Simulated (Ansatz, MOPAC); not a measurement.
Spectroscopic constants of ZnIn, multiplicity 2 (lowest of 2S+1 = 2, 4 at PBE0/def2-TZVPP; our sources give no spin for the ground state, which may be another). No spin–orbit coupling. Zn is treated without relativity.

Constants: fifth-degree fit in 1/R to seven points, most abundant isotopes. In def2 and cc sets the state is the lowest found near the PBE0 minimum, followed along R.

Programs: Ansatz (an electronic-structure program); MOPAC for PM7 (differences of heats of formation). Values without a source in brackets are computed. In def2 rows elements past Kr take small-core potentials, without spin–orbit coupling.

```json
[
 {"level": "PM7", "r_e (Å)": "2.788", "ω_e (cm⁻¹)": "241", "B_e (cm⁻¹)": "0.0528", "α_e (cm⁻¹)": "0.00018", "dipole (D)": "-"},
 {"level": "PBE/def2-TZVPP", "r_e (Å)": "2.838", "ω_e (cm⁻¹)": "112", "B_e (cm⁻¹)": "0.0510", "α_e (cm⁻¹)": "0.00043", "dipole (D)": "0.13"},
 {"level": "r2SCAN/def2-TZVPP", "r_e (Å)": "2.771", "ω_e (cm⁻¹)": "125", "B_e (cm⁻¹)": "0.0535", "α_e (cm⁻¹)": "0.00042", "dipole (D)": "0.19"},
 {"level": "B97M-V/def2-TZVPP", "r_e (Å)": "2.905", "ω_e (cm⁻¹)": "95", "B_e (cm⁻¹)": "0.0486", "α_e (cm⁻¹)": "0.00055", "dipole (D)": "0.15"},
 {"level": "B3LYP/def2-TZVPP", "r_e (Å)": "2.937", "ω_e (cm⁻¹)": "91", "B_e (cm⁻¹)": "0.0476", "α_e (cm⁻¹)": "0.00054", "dipole (D)": "0.26"},
 {"level": "PBE0/def2-TZVPP", "r_e (Å)": "2.865", "ω_e (cm⁻¹)": "106", "B_e (cm⁻¹)": "0.0500", "α_e (cm⁻¹)": "0.00047", "dipole (D)": "0.40"},
 {"level": "BHLYP/def2-TZVPP", "r_e (Å)": "3.013", "ω_e (cm⁻¹)": "77", "B_e (cm⁻¹)": "0.0452", "α_e (cm⁻¹)": "0.00063", "dipole (D)": "0.53"},
 {"level": "CAM-B3LYP/def2-TZVPP", "r_e (Å)": "2.951", "ω_e (cm⁻¹)": "82", "B_e (cm⁻¹)": "0.0471", "α_e (cm⁻¹)": "0.00063", "dipole (D)": "0.44"},
 {"level": "wB97X-V/def2-TZVPP", "r_e (Å)": "2.976", "ω_e (cm⁻¹)": "79", "B_e (cm⁻¹)": "0.0463", "α_e (cm⁻¹)": "0.00063", "dipole (D)": "0.60"},
 {"level": "wB97M-V/def2-TZVPP", "r_e (Å)": "2.970", "ω_e (cm⁻¹)": "82", "B_e (cm⁻¹)": "0.0465", "α_e (cm⁻¹)": "0.00058", "dipole (D)": "0.56"},
 {"level": "B2PLYP/def2-TZVPP", "r_e (Å)": "2.909", "ω_e (cm⁻¹)": "92", "B_e (cm⁻¹)": "0.0485", "α_e (cm⁻¹)": "0.00058", "dipole (D)": "-"}
]
```

Correlated levels freeze the inner cores; with def2 sets outer-core shells near the valence are correlated too. The state that PM7 reach isn't checked; PM7 holds dispersion and hydrogen-bond terms.
